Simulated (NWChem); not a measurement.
# Atomisation of HBBr2

```xyz
4

B      0.0000     0.0000    -0.8382
H      0.0000     0.0000    -2.0462
Br     1.6631     0.0000     0.0891
Br    -1.6631     0.0000     0.0891
```
Charge 0, spin multiplicity 1.

Everything below was run with NWChem. The geometry was optimised at PBE/def2-SVP, a minimum by its harmonic frequencies.

Basis set: def2-TZVP. The atomisation energy is electronic alone: no zero-point, thermal, spin-orbit or counterpoise terms. No value is extrapolated to the basis-set limit. Free atoms are single determinants with multiplicities B 2, H 2, Br 2.

The Hamiltonian is non-relativistic. B3LYP has NWChem's definition, with VWN1-RPA local correlation. The structure started from a generated list of species. The stability of the SCF solutions was not checked. Open-shell Hartree-Fock references start from PBE0 orbitals.

**Question.** For the atomisation energy, HF gives 214.1 kcal/mol and B3LYP gives 276.7 kcal/mol. What do BP86, PBE, PBE0 give?

**Answer.** BP86: 288.1 kcal/mol; PBE: 289.5 kcal/mol; PBE0: 285.0 kcal/mol.
